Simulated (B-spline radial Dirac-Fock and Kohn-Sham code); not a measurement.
ΔSCF core binding energies without Breit or QED terms, calculated with a B-spline atomic structure program.

A sound run for the Eu³⁺ ion, configuration [Xe] 4f6: The ground state converged in 11 iterations, with total energy -10845.19343 Ha, virial ratio 1.91985 and highest orbital energy -43.30 eV. ΔSCF binding energies: K (1s) 48760.2 eV, L3 (2p3/2) 7031.6 eV, M5 (3d5/2) 1173.3 eV.

A second run, with one unsound setting: The ground state converged in 8 iterations, with total energy -10616.23023 Ha, virial ratio 1.84663 and highest orbital energy 673.99 eV. ΔSCF binding energies: K (1s) 48285.2 eV, L3 (2p3/2) 6596.4 eV, M5 (3d5/2) 797.5 eV.

```
iter   energy (Ha)        error
   1   -10611.30998684  1.97e+00
   2   -10615.87323143  2.13e-01
   3   -10616.18501532  7.55e-02
   4   -10616.22451157  2.69e-02
   5   -10616.22974705  8.63e-03
   6   -10616.23022975  1.58e-04
   7   -10616.23022997  9.66e-06
   8   -10616.23022997  2.50e-07
```

**Question.** Which fault fits the second run best?
A. box too small
B. functional not served
C. overfilled shell
D. damping too heavy

**Answer.** A. The input had rmax = 1.0: rmax squeezes the outer orbitals.
